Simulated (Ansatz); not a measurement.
V₂B₂, relaxed as a singlet with RKS r2SCAN-D4/def2-SVP in Ansatz, starting from the GFN2-xTB geometry. Force threshold 0.02 eV/Å.

The restricted singlet is unstable towards broken spin symmetry at other levels; at r2SCAN-D4/def2-SVP this wasn't settled. No other spin state of charge 0 was run. Another isomer (triplet) lies 2.30 eV lower at PBE0-D4/def2-TZVP; other spin states weren't run for this one.

Start:

Cartesian coordinates in Å:
```
V 0.1803 -0.3878 1.0467
V -0.1851 0.3919 -1.0441
B -1.1870 -1.0188 -0.1715
B 1.1918 1.0147 0.1689
```

Question: Estimate the energy that the relaxation releases and the steps that it takes.

Answer: 35.1 kJ/mol, in 12 steps; 11 s on 4 threads of AMD EPYC 9R45 on a shared host. The force fell under the threshold at step 4, but the optimiser went on and released 0.006 eV more. No frequencies were taken in this run, so the end may be a saddle point.

Question: Does the start keep its bonding and symmetry?

Answer: By distances, no bond broke or formed. The bond that changes most is V1–V2, from 2.26 to 2.01 Å (atoms count from 1). Point group D2h at the start, C2v at the end, both within 0.05 Å.

Question: Predict the relaxed structure.

Answer: 
Cartesian coordinates in Å:
```
V 0.107 -0.287 0.962
V -0.218 0.406 -0.898
B -1.185 -1.120 -0.210
B 1.296 1.001 0.146
```
Bond lengths (bridged metal pairs left out): 4 × B–V 1.93 Å; 1 × V–V 2.01 Å.
